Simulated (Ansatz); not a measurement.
Ansatz results at the PBE0-D4/def2-TZVP geometry: LUMO energy (ωB97M-V/def2-TZVPP) 2.56 eV; HOMO–LUMO gap (PBE0/def2-TZVPP) 7.77 eV; HOMO energy (B3LYP/def2-TZVPP) -6.99 eV.

(1) Which molecule gave them?
A. `C=C=C(C)F`
B. `FC1=CCCC1`
C. `FC1C=C1[SiH3]`
D. `CC1(C)C=C1F`

## Answers

(1) D. The others give `C=C=C(C)F`: 1.82, 6.73, -6.89; `FC1C=C1[SiH3]`: 1.19, 7.22, -7.93; `FC1=CCCC1`: 2.64, 7.57, -6.60.

B3LYP here is the variant with VWN-RPA as its local correlation; programs differ in this.
